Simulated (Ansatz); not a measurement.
Geometry optimisation, RHF/def2-SVP in Ansatz 0.2.0.

The input (input.yaml):

```yaml
crystal:
  periodic: [false, false, false]
  atoms:
    - { symbol: Ga, position_ang: [0.0, 0.0, 0.0] }
    - { symbol: Cl, position_ang: [0.0, 0.0, 2.59] }
    - { symbol: C, position_ang: [1.7147, 0.0, -0.99] }
    - { symbol: H, position_ang: [2.0443, -1.0462, -1.1602] }
    - { symbol: H, position_ang: [1.5782, 0.508, -1.9674] }
    - { symbol: H, position_ang: [2.4842, 0.5381, -0.3982] }
    - { symbol: Cl, position_ang: [-1.9398, 0.0, -1.12] }
    - { symbol: H, position_ang: [-0.2339, 1.7591, 0.5897] }
    - { symbol: H, position_ang: [-0.199, 1.4971, 1.5637] }
basis:
  gaussian: { orbitals: def2-SVP }
hamiltonian:
  xc: hf
relax:
  f_tol: 0.15
  max_steps: 25
  restrain:
    - { distance: [0, 7], at: 2.77, k: 30.0 }
    - { distance: [8, 1], at: 2.57, k: 30.0 }
    - { distance: [0, 1], at: 2.24, k: 30.0 }
    - { distance: [8, 7], at: 0.66, k: 30.0 }
```

Run as:

```bash
$ ansatz run input.yaml --threads 2 --pin off --max-ram 3072MiB --backend cpu --events-out ev --progress --plain --runs-dir out
```

Where does it end, and by what steps?

It converged. The restraints hold the end off the free minimum. After 11 steps the energy has fallen by 2.130 eV (the restraints' own energy left out); H8 moved furthest, 0.69 Å. Joined: H8–H9 (1.01 → 0.71 Å).

| step | energy less start (eV) | largest force component (eV/Å) | accepted |
| --- | --- | --- | --- |
| 0 | 0.0000 | 3.322 | yes |
| 1 | -0.8857 | 1.965 | yes |
| 2 | -1.2487 | 3.123 | yes |
| 3 | -1.7489 | 3.465 | yes |
| 4 | -2.0563 | 1.270 | yes |
| 5 | -2.0810 | 1.362 | yes |
| 6 | -2.0950 | 1.390 | yes |
| 7 | -2.1163 | 1.360 | yes |
| 8 | -2.1204 | 1.331 | yes |
| 9 | -2.1220 | 1.331 | yes |
| 10 | -2.1169 | 1.179 | no |
| 11 | -2.1299 | 1.223 | yes |

```xyz
9
Properties=species:S:1:pos:R:3
Ga 0.003 -0.237 0.011
Cl -0.089 -0.480 2.211
C 1.698 -0.035 -0.949
H 2.102 -1.023 -1.182
H 1.547 0.503 -1.885
H 2.426 0.496 -0.336
Cl -1.917 -0.338 -0.956
H -0.165 2.408 0.819
H -0.157 1.961 1.374
```

Time of the run: 15 s on 2 threads of Intel(R) Xeon(R) 6975P-C (Granite Rapids), on a shared host, peak memory 0.26 GiB.
